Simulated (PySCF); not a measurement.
PySCF 2.14 output of an unrestricted M06 calculation on a single atom or ion in aug-cc-pV(Q+d)Z, with the non-relativistic Hamiltonian (point nucleus):

```
SCF conv_tol = 1e-09
number electrons alpha = 9  beta = 6
    Y. Zhao and D. G. Truhlar.,  Theor. Chem. Acc. 120, 215 (2008)
    Y. Zhao and D. G. Truhlar.,  Theor. Chem. Acc. 120, 215 (2008)
cycle= 1 E= -340.950132184198  delta_E= -0.00898  |g|= 0.0275  |ddm|= 2.31
cycle= 2 E= -340.950574008748  delta_E= -0.000442  |g|= 0.0074  |ddm|= 0.497
cycle= 3 E= -340.950629998742  delta_E= -5.6e-05  |g|= 0.00378  |ddm|= 0.0884
cycle= 4 E= -340.950638021421  delta_E= -8.02e-06  |g|= 0.000563  |ddm|= 0.0248
cycle= 5 E= -340.950638602911  delta_E= -5.81e-07  |g|= 2.45e-05  |ddm|= 0.0189
cycle= 6 E= -340.950638603903  delta_E= -9.92e-10  |g|= 5.06e-06  |ddm|= 0.000664
converged SCF energy = -340.950638603903  <S^2> = 3.7591887  2S+1 = 4.0045917
```

The run itself started from symmetry-adapted Hartree-Fock orbitals and held the occupation by maximum overlap, on a logarithmic radial grid, so the iterations belong to that start.

Q: Which element, charge and spin multiplicity is this?

A: P (phosphorus, neutral), multiplicity 4; the state was [Ne] 3s1 3p4, high-spin 4P determinant (an excited configuration).
